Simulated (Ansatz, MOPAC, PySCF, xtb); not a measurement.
Potential energy surface of Cl2Si, singlet: symmetric bend, bond length relaxed. Scanned: Cl-Si-Cl angle. Other coordinates (Si-Cl bond length) were minimised at PBE0/def2-TZVP.

GFN1-xTB (xtb); RMP2/3-21G = PySCF 2.14.0 with restricted MP2 (frozen core)/3-21G; PM6, restricted, heats of formation (MOPAC); CCSD(T)/aug-cc-pVQZ = CCSD(T) on RHF/aug-cc-pVQZ, frozen core in Ansatz (a program for electronic structure).

Energies relative to the lowest point of each profile, in kJ/mol; the last columns give the difference from CCSD(T):

```csv
a / °,GFN1-xTB,RMP2/3-21G,PM6,CCSD(T)/aug-cc-pVQZ,GFN1-xTB − CCSD(T)/aug-cc-pVQZ,RMP2/3-21G − CCSD(T)/aug-cc-pVQZ,PM6 − CCSD(T)/aug-cc-pVQZ
180,117.1,140.8,12.4,182.7,-65.6,-41.9,-170.3
167,109.0,130.6,9.4,171.0,-62.0,-40.3,-161.6
157,93.3,111.3,4.5,147.3,-53.9,-36.0,-142.8
147,72.4,85.9,0.5,114.8,-42.4,-28.9,-114.2
137,49.2,58.1,0.0,78.8,-29.6,-20.8,-78.8
127,27.1,32.0,3.5,45.0,-17.9,-13.0,-41.5
117,9.4,11.4,10.9,17.8,-8.3,-6.3,-6.9
107,0.0,0.0,21.6,1.1,-1.1,-1.1,20.5
97,4.0,1.8,35.2,0.0,4.0,1.8,35.2
87,29.9,21.8,53.8,22.3,7.7,-0.5,31.5
80,68.1,52.6,75.4,59.0,9.1,-6.4,16.4
```

GFN1-xTB is furthest from CCSD(T)/aug-cc-pVQZ at 180 (-65.6 kJ/mol, below); its mean absolute difference over the points is 27.4 kJ/mol.

RMP2/3-21G is furthest from CCSD(T)/aug-cc-pVQZ at 180 (-41.9 kJ/mol, below); its mean absolute difference over the points is 17.9 kJ/mol.

PM6 is furthest from CCSD(T)/aug-cc-pVQZ at 180 (-170.3 kJ/mol, below); its mean absolute difference over the points is 74.5 kJ/mol.
